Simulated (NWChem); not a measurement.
System: ScF$_{2}$ cation; SMILES [F][Sc+][F]

```xyz
3

Sc     0.0000     0.0000    -0.7890
F     -1.4577     0.0000     0.1750
F      1.4577     0.0000     0.1750
```
Atoms are numbered in this order, from 1.

Level: PBE0/def2-SVP (NWChem), optimised geometry, unscaled harmonic frequencies. The spin multiplicity was typed, not searched, and may not be the lowest.

```
frequency (cm⁻¹)  IR intensity (km/mol)
----------------  ---------------------
180                                31.3
831                                67.1
859                               269.9
```

- zero-point energy: 2.7 kcal/mol
- thermal correction to the enthalpy at 298.15 K (with zero-point energy): 5.5 kcal/mol
- heat capacity Cv: 9.0 cal/(mol K)
- entropy at 298.15 K and 1 atm (symmetry number 2): 63.9 cal/(mol K)

Rigid rotor and harmonic oscillator.
